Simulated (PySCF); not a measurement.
I₄Ti, SMILES [I][Ti-]([I])([I])[I] (connectivity only; charge and spin as stated), charge -1, multiplicity 2.

Geometry: B3LYP-D3(BJ)/def2-SVPD. The spin state was assumed, not searched. The def2 effective core potentials stand for the cores of I; spin–orbit coupling is left out.

All values below come from PySCF with r2SCAN/def2-SVPD.

The molecule is in vacuum.

Estimate the frontier levels, dipole moment and polarisability. (Estimate from the structure and the level; the computed values follow.)


The α spin, highest occupied and lowest empty level is -1.11 and -0.63 eV and the β spin, highest occupied and lowest empty level is -2.95 and 0.16 eV. The dipole moment about the centre of nuclear charge comes out as 0.00 D. The mean static polarisability is 222.5 bohr³ (32.97 Å³) and the polarisability, principal values is 211.0, 211.0, 245.5 bohr³. The ⟨S²⟩ comes out as 0.767 (pure state 0.75).
